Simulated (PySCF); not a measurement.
Task: Give a PBE0-D3(BJ)/def2-SVP geometry of `N#C[Si@@H]1CO[SiH2]O1`.

Result: 
```xyz
12
C2H5NO2Si2 angstrom
N     -3.148    0.071    1.140
C     -2.124    0.324    0.658
Si    -0.507    0.704   -0.178
C     -0.044   -0.676   -1.421
O      1.145   -1.278   -0.935
Si     1.787   -0.756    0.519
O      0.745    0.506    0.901
H     -0.601    2.091   -0.693
H      0.127   -0.275   -2.435
H     -0.846   -1.430   -1.503
H      3.172   -0.253    0.340
H      1.726   -1.817    1.557
```

Any rigid rotation of these coordinates is as good. Atoms count from 1 in this order. Si6 (oxygen-bound silicon) is distorted tetrahedral (angles from 101.2° to 111.7°). Si3 (oxygen-bound silicon) is distorted tetrahedral (angles from 98.8° to 117.6°). The 5-membered ring Si3–C4–O5–Si6–O7 has internal angles of 98.8° to 119.1° (sum 540°, against 540° for a flat polygon); it is almost planar, 0.02 Å rms from its mean plane, widest ring torsion 4°. The 2 C–Si bonds span 1.859 Å (C2–Si3, drawn single) to 1.914 Å (Si3–C4, drawn single), a spread of 0.055 Å.

Bonds between heavy atoms (Å): N1≡C2 1.160, C2–Si3 1.859, Si3–C4 1.914, C4–O5 1.418, O5–Si6 1.673, Si6–O7 1.681, Si3–O7 1.664.

Method used: PBE0-D3(BJ)/def2-SVP geometry optimisation, gas phase in PySCF 2.14.0.

Point group: C1 (no symmetry element, even within 0.4 Å). Whether it is a minimum is left open (no frequencies).
